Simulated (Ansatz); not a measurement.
Stepwise reaction of `[OH][SnH]([OH])[OH]` with hydrogen chloride, as a gas-phase model of exchange steps in deposition or etching. ΔE in kJ/mol.

Isolated molecules relaxed with PBE0-D4/def2-TZVP in Ansatz; ΔE leaves out vibrations. CCSD(T)/CBS is the MP2 limit (def2-TZVPP, def2-QZVPP) plus CCSD(T) − MP2 in def2-TZVPP, frozen cores. This one scheme is used for every species. DFT in def2-TZVPP. B3LYP here is the variant with VWN-RPA as its local correlation; programs differ in this. def2 core potentials past Kr. For Sn outer-core shells are correlated without core-valence functions, which leaves a few kJ/mol of doubt a bond. One conformer a species, not always the lowest.

| step | reaction | PBE-D4 | B3LYP-D4 | ωB97M-V | CCSD(T)/CBS |
| --- | --- | --- | --- | --- | --- |
| 1 | `[OH][SnH]([OH])[OH]` + HCl → `[OH][SnH]([OH])[Cl]` + H₂O | -67.8 | -68.2 | -67.6 | -67.5 |
| 2 | `[OH][SnH]([OH])[Cl]` + HCl → `[OH][SnH]([Cl])[Cl]` + H₂O | -63.3 | -64.4 | -63.9 | -64.0 |
| 3 | `[OH][SnH]([Cl])[Cl]` + HCl → `[Cl][SnH]([Cl])[Cl]` + H₂O | -58.2 | -59.5 | -59.2 | -60.1 |

Q: By hand: ΔE of the 3 steps together at CCSD(T)/CBS.

A: (-67.5) + (-64.0) + (-60.1) = -191.6 kJ/mol, or -63.9 kJ/mol a step.

In ΔE each step is higher than the one before. All are downhill at CCSD(T)/CBS. PBE-D4 differs from CCSD(T)/CBS by -0.3 to 1.9 kJ/mol a step. Isolated molecules leave out the surface, adducts and barriers. Largest T1 diagnostic: 0.014.
